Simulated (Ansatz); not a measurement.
Consider the formal exchange of groups at a B–C bond: `B/C=C(/O)F` + `C[SiH3]` → `BC[SiH3]` + `C=C(O)F`.

Gas-phase electronic energies from Ansatz, PBE0-D4/def2-TZVP geometries. CCSD(T)/CBS is the MP2 limit (def2-TZVPP, def2-QZVPP) plus CCSD(T) − MP2 in def2-TZVPP, frozen cores. This one scheme is used for every species. DFT in def2-TZVPP. HSE06 is defined as in plane-wave codes. Each species was taken in one conformer, which may not be the lowest.

Problem. Is it downhill or uphill in electronic energy at CCSD(T)/CBS, and by how much? (Estimate.)

Solution. Computed: Uphill: ΔE = +33.8 kJ/mol.

Problem. What do these levels give: r2SCANh-D4, BLYP, r2SCAN, HSE06, RPA@PBE/def2-TZVPP, HF/def2-TZVPP? (An estimate is asked.)

Solution. Ansatz gave: r2SCANh-D4 42.3, BLYP 44.3, r2SCAN 43.6, HSE06 40.4, RPA@PBE/def2-TZVPP 37.4, HF/def2-TZVPP 39.7 kJ/mol.

Largest T1 diagnostic among the species: 0.013.

Leaving LDA and LC-ωPBE aside and taking each functional with its dispersion term where it has one, the values, not all of them listed here, spread over 9.1 kJ/mol, from ωB97X-V to B97M-V. At CCSD(T), def2-SVP lies +6.4 kJ/mol from the extrapolated value and def2-TZVPP +1.5 kJ/mol. From BLYP to BHLYP (50 % exact exchange), in def2-TZVPP and without D4, ΔE moves by −3.8 kJ/mol.
